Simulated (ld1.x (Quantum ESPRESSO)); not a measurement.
## Building the PAW potential for Zn (Z = 30) (PBEsol, scalar-relativistic).

```
Element                 : zinc
Generator               : ld1.x (Quantum ESPRESSO) 7.5
Type                    : PAW
Functional              : PBEsol
Relativity              : scalar-relativistic
Frozen core             : [Ne]
Valence charge          : 20
Reference configuration : 3s2 3p6 3d10 4s2 4p0
Partial waves           : 3s (bound): rcut 1.00, rcutus 1.15 bohr; 4s (bound): rcut 1.00, rcutus 1.15 bohr; 3p (bound): rcut 1.15, rcutus 1.45 bohr; 4p (bound, empty): rcut 1.15, rcutus 1.45 bohr; 3d (bound): rcut 1.25, rcutus 1.45 bohr; 3d channel at 3.65 Ry: rcut 1.25, rcutus 1.45 bohr
Local potential         : all-electron potential smoothed inside 1.45 bohr (lloc = -1)
Core correction         : Bessel-smoothed model core inside 1.05 bohr
Augmentation charge     : BG, radius 1.05 bohr
```

All-electron outer shells of the reference configuration (PBEsol, scalar-relativistic, ld1.x):

```tsv
shell	level (eV)	outermost node (bohr)	outermost maximum (bohr)
2s	-1157.28	0.07	0.19
2p	-1003.46	–	0.15
3s	-128.92	0.28	0.59
3p	-83.26	0.25	0.59
3d	-10.17	–	0.56
4s	-6.00	0.85	2.09
4p	-1.07	0.92	3.04
```

What the tests gave:

| Quantity | Value |
| --- | --- |
| Cutoffs needed | 70 Ry and 120 Ry (the cutoffs (Ry, on a coarse ladder) from which the occupation-weighted sum of valence levels, in a spherical-Bessel basis at the reference potential, stays within 10 and 1 mRy of its value at 400 Ry) |
| Ghost test | no extra level below or beside the all-electron valence levels (s, p, d, f tested) (spherical-Bessel basis up to 400 Ry, 20 bohr box) |
| Configuration tests | test run stopped at test 1 of 7 (negative rho) |
| Lowest eigenvalue of the overlap operator | 0.09 (p channel) |

Generation and tests took about 0.98 s on one core of a shared server CPU.
